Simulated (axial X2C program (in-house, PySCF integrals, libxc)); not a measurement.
Ge₂⁻: properties at the nuclei

Computed with an in-house all-electron X2C program for linear molecules (integrals from PySCF): two-component X2C with atomic mean-field Coulomb and Gaunt terms, Gaussian nuclei, basis Ge dyall-acv3z with contracted cores.

R = 2.290 Å (near the PBE0 minimum at charge -1 of the determinant lowest at the starting distance; the state shown can have its own minimum elsewhere).

Input and command:
```json
{"zs": [32, 32], "q": -1, "bas": ["dyall-acv3z", "dyall-acv3z"], "r0": 2.42, "levels": ["PBE0", "HF", "PBE", "r2SCAN", "TPSSh"], "nst": 3}
```
```bash
python soeom.py task.json out
```

Keys: zs atomic numbers; q charge; bas basis sets; r0 starting distance in Å; levels methods; nst determinants followed.

Determinant lowest in the PBE0 search, Ω = 3/2 (⟨Sz⟩ = 0.50, ⟨Lz⟩ = 1.00 at PBE0), spin on the atoms Ge 0.25, Ge 0.25:

```
 level  A∥/gI Ge (MHz)  qzz Ge (a.u.)
  PBE0            83.9          -3.36
    HF            50.4          -3.83
   PBE            90.8          -3.18
r2SCAN            83.3          -3.33
 TPSSh            94.3          -3.26
```

Determinant 0.10 eV from it at PBE0 and this distance, Ω = 1/2 (⟨Sz⟩ = -0.50, ⟨Lz⟩ = 1.00 at PBE0), spin on the atoms Ge -0.25, Ge -0.25:

```tsv
level	A∥/gI Ge (MHz)	qzz Ge (a.u.)
PBE0	639	-3.42
HF	614	-3.87
PBE	654	-3.24
r2SCAN	668	-3.39
TPSSh	623	-3.32
```

A∥ (defined per Ω) follows by multiplying with gI = μI/(I μN); qzz is the electric field gradient, eQq0 = 234.96 MHz × Q/barn × qzz. The operators were transformed with the bare-nucleus X2C matrices; with these basis sets, hyperfine constants and field gradients can be off by tens of per cent, and where levels differ in sign neither size nor sign is settled.

Problem. With gI(73Ge) = -0.1954, Q(73Ge) = -0.196 barn (g factors from the IAEA table of nuclear moments by Stone; Q from Pyykkö, Mol. Phys. 2018), turn the PBE0 values of the first state into constants in MHz.

Solution. A∥(73Ge) = 83.9 × -0.1954 = -16.4 MHz; eQq0(73Ge) = 234.96 × (-0.196) × (-3.36) = 155 MHz.

Each state is one determinant with collinear spin. Unrestricted Hartree–Fock can overshoot spin polarisation at the nuclei. For an anion, determinants above electron detachment, or with a positive highest level, are held by the basis set. The search compared states at one distance, so a state with another bond length can lie lower. Further determinants of the search, some of them spin-mixed, are not shown. PBE0 term energies can be off by some tenths of an eV.
